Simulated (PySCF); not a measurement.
# Relaxation of quintet IOsN

Level of theory: UB3LYP/[Os def2-SVP with ECP60, N def2-SVP, I def2-SVP with ECP28], scalar-relativistic core potentials, density fitting, no spin–orbit coupling, PySCF. A (50,194) grid was used.

A hand-made linear start, of C∞v symmetry, held to at least that symmetry:

```xyz
3
charge 0 multiplicity 5, angstrom
Os    0.0000    0.0000   -0.9248
N     0.0000    0.0000   -2.6848
I     0.0000    0.0000    1.6952
```

At each step, columns x, y, z (Å) and Fx, Fy, Fz (eV/Å):

```
step 0  E − E(last) = 7.40 kJ/mol
Os   0.000   0.000  -0.925   0.000   0.000  -2.376
N    0.000   0.000  -2.685   0.000   0.000   1.388
I    0.000   0.000   1.695   0.000   0.000   0.988
step 1  E − E(last) = 0.87 kJ/mol
Os   0.000   0.000  -0.960   0.000   0.000  -0.131
N    0.000   0.000  -2.677   0.000   0.000  -0.276
I    0.000   0.000   1.722   0.000   0.000   0.407
step 2  E − E(last) = 0.03 kJ/mol
Os   0.000   0.000  -0.970   0.000   0.000  -0.074
N    0.000   0.000  -2.691   0.000   0.000  -0.008
I    0.000   0.000   1.747   0.000   0.000   0.082
step 3  E − E(last) = 0.00 kJ/mol
Os   0.000   0.000  -0.973   0.000   0.000  -0.002
N    0.000   0.000  -2.694   0.000   0.000  -0.004
I    0.000   0.000   1.753   0.000   0.000   0.006
step 4  E − E(last) = 0.00 kJ/mol
Os   0.000   0.000  -0.973   0.000   0.000   0.000
N    0.000   0.000  -2.694   0.000   0.000   0.000
I    0.000   0.000   1.753   0.000   0.000   0.000
```

It ends at C∞v with Os–I 2.727 Å, Os–N 1.721 Å; I–Os–N 180.0°. A frequency run shows 2 imaginary modes, down to 161i cm⁻¹, so it is a higher-order saddle point. Other isomers or separated fragments may lie lower.

With open d or f shells other occupations or spin states may lie lower. At this level a triplet minimum of Cs symmetry lies 194 kJ/mol below this structure. Spin–orbit coupling, left out here, can matter for elements this heavy.

The relaxation took roughly 27 core-seconds on a shared host.
